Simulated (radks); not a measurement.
Q: Ne4+, configuration [He] 2s1 2p2 3p1 (not the ground configuration). All-electron calculation, Dirac Kohn-Sham, PBE, spin-unpolarised, spherical densities, finite nucleus; open shells fill j = l - 1/2 first; Fermi nuclear charge, rms radius 3.0055 fm. Program: a radial shooting solver on a logarithmic mesh with Libxc functionals. Some entries of the table are withheld. Estimate them.

orbital  occ.  eigenvalue (eV)  <r^2> (bohr^2)
1s1/2       2        -974.5112         0.03337
2s1/2       1        -144.3119             (1)
2p1/2       2              (2)          0.5639
2p3/2       0              (3)          0.5657
3s1/2       0              (4)           4.528
3p1/2       1         -41.3332           4.777
3p3/2       0         -41.2967           4.785
3d3/2       0         -34.9976             (5)
3d5/2       0         -34.9920             (6)

A: 
(1) 2s1/2 <r^2> (bohr^2): 0.6511
(2) 2p1/2 eigenvalue (eV): -123.6591
(3) 2p3/2 eigenvalue (eV): -123.4668
(4) 3s1/2 eigenvalue (eV): -46.8099
(5) 3d3/2 <r^2> (bohr^2): 4.288
(6) 3d5/2 <r^2> (bohr^2): 4.290
